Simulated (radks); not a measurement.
The barium ion Ba48+, configuration [He] 2s2 2p4.

Method: Dirac Kohn-Sham, PBE, spin-unpolarised, spherical densities, finite nucleus; open shells fill j = l - 1/2 first; Fermi nuclear charge, rms radius 4.8378 fm; computed with a radial shooting solver on a logarithmic mesh with Libxc functionals.

Energy parts (hartree):
part                       energy
total                  -5399.7633
kinetic                 5885.7692
electron-nucleus      -11605.8612
Hartree                  400.6692
exchange-correlation     -80.3406

Orbitals (lengths in bohr, moments of r in powers of bohr; r(max) is where P^2 peaks):
orbital  occ.  eigenvalue (hartree)   r(max)      <r>
1s1/2       2             -1511.692  0.01641  0.02553
2s1/2       2             -344.1946  0.09135   0.1059
2p1/2       2             -335.1914  0.06945  0.08858
2p3/2       2             -320.0224  0.07428  0.09412

The highest occupied level is 2p3/2 at -8708.3 eV. For comparison, the ionisation energy in NIST's Atomic Spectra Database is 8831 eV (theoretical). In exact Kohn-Sham theory the highest level is minus the ionisation energy, but local and semilocal functionals leave it too shallow, through self-interaction and a potential that decays too fast; potentials with the right tail come closer. The density falls to 0.001 e/bohr^3 at r = 0.40 bohr. The electron density at the nucleus is 3.168e+05 e/bohr^3.

Beside tabulated values, note that spin-unpolarised runs miss the spin-polarisation part of the exchange energy of open shells.
